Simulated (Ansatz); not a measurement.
`[CH3][Al]([F])[BH]O` + `BCC(C)=O` → `C[C](=O)[Al]([CH3])[F]` + `BCBO`  (redistribution)

Program: Ansatz. Geometries: PBE0-D4/def2-TZVP. ΔE: electronic, gas phase. CCSD(T)/CBS is the MP2 limit (def2-TZVPP, def2-QZVPP) plus CCSD(T) − MP2 in def2-TZVPP, frozen cores. DFT in def2-TZVPP. B3LYP here is the variant with VWN-RPA as its local correlation; programs differ in this. Each species was taken in one conformer, which may not be the lowest.

| species | B3LYP-D4 energy (Eh) |
| --- | --- |
| `[CH3][Al]([F])[BH]O` | -483.72747 |
| `BCC(C)=O` | -218.69130 |
| `C[C](=O)[Al]([CH3])[F]` | -535.67451 |
| `BCBO` | -166.76172 |

Q: Work out ΔE.

A: ΔE = (-535.67451) + (-166.76172) − (-483.72747) − (-218.69130) = -0.01746 Eh = -45.8 kJ/mol. CCSD(T)/CBS gives -43.7 kJ/mol.

Largest T1 diagnostic among the species: 0.014.

From PBE to PBE0 (25 % exact exchange), in def2-TZVPP and without D4, ΔE moves by +4.1 kJ/mol. In def2-TZVPP, CCSD(T) changes the Hartree–Fock value by −9.8 kJ/mol (the triples alone add −2.1 kJ/mol) and MP2 by −14.7 kJ/mol.
